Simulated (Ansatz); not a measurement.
A set of 12 reactions (ligand exchange), with CCSD(T)/CBS values in kJ/mol:

| reaction | ΔE |
| --- | --- |
| `F[SiH]([SiH3])Cl` + `O[SiH3]` → `F[SiH]([SiH3])O[SiH3]` + HCl | -22.4 |
| `[SiH3][CH2][AlH][SiH3]` + `[OH][Ge][O][SiH3]` → `[SiH3][O][Ge][O][SiH3]` + `[CH3][AlH][SiH3]` | -89.8 |
| `[SiH3][O][Cd][Cl]` + `[CH2]1[NH][AlH]1` → `[SiH3][N]1[CH2][AlH]1` + `[OH][Cd][Cl]` | 34.4 |
| `OB(F)[SiH2][SiH3]` + H₂S → `FB(S)[SiH2][SiH3]` + H₂O | 63.9 |
| `CO[B]([AlH2])[SiH3]` + `O[SiH3]` → `[AlH2][B]([SiH3])O[SiH3]` + CH₃OH | 7.1 |
| `[NH2][Al]([OH])[SH]` + `O[SiH3]` → `[NH2][Al]([SH])[O][SiH3]` + H₂O | -30.7 |
| `C[NH][Al]([CH3])[F]` + `N[SiH3]` → `[CH3][Al]([F])[NH][SiH3]` + CH₃NH₂ | -15.4 |
| `N[SiH2][SiH2]CO` + HCl → `OC[SiH2]Cl` + `N[SiH3]` | -109.2 |
| `[SiH3][NH][AlH][SiH2]Cl` + `N[SiH3]` → `[SiH3]N[SiH2]Cl` + `[AlH2][NH][SiH3]` | -70.7 |
| `F[SiH]1CO1` + H₂S → `S[SiH]1CO1` + H–F | 74.8 |
| `[Li][Cl]` + `CNC` → `[Li][N](C)C` + HCl | 202.9 |
| `NB[SiH2][SiH3]` + H–F → `FB[SiH2][SiH3]` + NH₃ | 14.3 |

Gas-phase electronic energies from Ansatz, PBE0-D4/def2-TZVP geometries. CBS: MP2 limit from def2 TZ/QZ plus the TZ coupled-cluster correction, frozen cores. This one scheme is used for every species. Functionals use def2-TZVPP. B3LYP here is the variant with VWN-RPA as its local correlation; programs differ in this. Elements past krypton have def2 core potentials. For Cd, Ge, Li outer-core shells are correlated without core-valence functions, which leaves a few kJ/mol of doubt a bond. Scalar relativity is left out up to krypton. Each species was taken in one conformer, which may not be the lowest.

Question: Give the mean, mean absolute and largest difference (level minus CCSD(T)/CBS, kJ/mol) for: PBE-D4, PBE0-D4, B3LYP-D4, ωB97X-V, B2PLYP, PBE, PBE0, HF/def2-TZVPP, MP2/def2-TZVPP, SCS-MP2/def2-TZVPP, CCSD/def2-TZVPP, CCSD(T)/def2-TZVPP, SCS-MP2/def2-QZVPP, CCSD/CBS(def2). (Estimate.)

Answer: The calculation gave: 
```csv
level,mean,mean absolute,largest
PBE-D4,2.7,9.2,19.8
PBE0-D4,2.5,5.2,14.2
B3LYP-D4,0.3,3.4,5.6
ωB97X-V,1.9,3.0,-6.8
B2PLYP,1.1,4.7,9.6
PBE,4.2,9.1,19.4
PBE0,3.8,4.9,13.3
HF/def2-TZVPP,1.6,15.6,32.6
MP2/def2-TZVPP,-1.4,2.8,-9.1
SCS-MP2/def2-TZVPP,-1.0,4.6,-10.0
CCSD/def2-TZVPP,0.8,3.4,8.7
CCSD(T)/def2-TZVPP,0.3,2.5,-6.8
SCS-MP2/def2-QZVPP,-1.3,3.7,-10.2
CCSD/CBS(def2),0.5,2.3,5.5
```

The largest T1 diagnostic in the set is 0.015, for `[OH][Cd][Cl]` (customary mark 0.02).

CCSD(T)/CBS is a level of theory with its own doubt, and the functionals carry their triple-zeta basis error, so these figures describe this set and don't rank the functionals.
